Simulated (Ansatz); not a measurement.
A nudged elastic band was laid between two geometries of BF₂H₄NSi (9 atoms, charge 0, multiplicity 1).

All numbers below come from UKS B3LYP-D4/def2-SVP (Ansatz 0.2.0).

```json
{
  "movable images": "5",
  "climbing image": "yes",
  "spring": "5.0 eV/Å²",
  "optimiser": "quadratic models (default)",
  "start path": "through a guess of the saddle point",
  "force threshold": "0.05 eV/Å",
  "iteration limit": "60",
  "end points": "relaxed"
}
```

Initial state:

```xyz
9
Properties=species:S:1:pos:R:3
F -2.305 0.287 1.440
B -1.485 0.064 0.410
N -0.089 0.074 0.621
Si 1.147 -0.154 -0.583
F 1.740 1.281 -1.069
H -1.959 -0.150 -0.678
H 0.210 0.275 1.576
H 2.281 -0.896 0.020
H 0.546 -0.826 -1.755
```

Final state:

```xyz
9
Properties=species:S:1:pos:R:3
F -0.978 0.122 1.557
B -0.655 -0.507 0.393
N -0.190 0.491 -0.714
Si 1.587 -0.301 -0.459
F 1.999 0.853 0.651
H -1.366 -1.403 -0.011
H -0.216 1.462 -0.391
H 0.553 -1.177 0.579
H -0.644 0.414 -1.622
```

Problem. What changes between the two ends?

Solution. Bonds broken: Si4–H9. Bonds formed: N3–H9.

Problem. What energy profile does the band end with?

Solution. The run converged. The highest image is number 4 of 0 to 6, 79.8 kcal/mol above the first end and 42.4 kcal/mol above the last; the last end lies 37.4 kcal/mol above the first. Neighbouring images differ by up to 3.2 eV, so the band resolves the path poorly. A vibrational analysis at the climbing image gives one clearly imaginary mode, 1456i cm⁻¹: a first-order saddle point. The orbitals stay closed-shell, which can raise the energy where a bond breaks towards radicals; this wasn't checked here.

| image | path coordinate (Å) | energy (kcal/mol) | Si4–H9 (Å) | N3–H9 (Å) |
| --- | --- | --- | --- | --- |
| 0 | 0.00 | 0.0 | 1.48 | 2.62 |
| 1 | 1.07 | 1.0 | 1.48 | 2.62 |
| 2 | 2.13 | 2.3 | 1.48 | 2.67 |
| 3 | 3.20 | 7.1 | 1.47 | 2.42 |
| 4 | 4.26 | 79.8 | 1.62 | 1.36 |
| 5 | 5.71 | 49.2 | 2.53 | 1.02 |
| 6 | 7.16 | 37.4 | 2.62 | 1.02 |

Problem. What is the geometry of the highest image?

Solution. 
```xyz
9
Properties=species:S:1:pos:R:3
F -2.255 0.271 1.315
B -1.358 -0.293 0.508
N -0.200 0.438 0.118
Si 1.432 -0.174 -0.881
F 2.539 0.760 -0.113
H -1.563 -1.404 0.090
H -0.100 1.395 0.466
H 1.589 -1.550 -0.301
H 0.003 0.511 -1.220
```

The run took 7.7 min on 2 threads of Arm Neoverse V1, with other jobs on the host, peak memory 0.26 GiB.
